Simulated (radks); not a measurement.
Task: Si V, 10 electrons, occupied as [Ne]. Calculated with a radial shooting solver on a logarithmic mesh with Libxc functionals: scalar-relativistic Kohn-Sham, r2SCAN, spin-unpolarised, spherical densities, finite nucleus; meta-GGA in the generalised Kohn-Sham scheme; Fermi nuclear charge, rms radius 3.1224 fm. Some entries of the table are withheld. Estimate them.

orbital  occ.  eigenvalue (eV)  <r^2> (bohr^2)
1s          2              (1)             (2)
2s          2              (3)             (4)
2p          6              (5)             (6)

Result: 
(1) 1s eigenvalue (eV): -1852.134
(2) 1s <r^2> (bohr^2): 0.01667
(3) 2s eigenvalue (eV): -196.2637
(4) 2s <r^2> (bohr^2): 0.3771
(5) 2p eigenvalue (eV): -150.4598
(6) 2p <r^2> (bohr^2): 0.3519
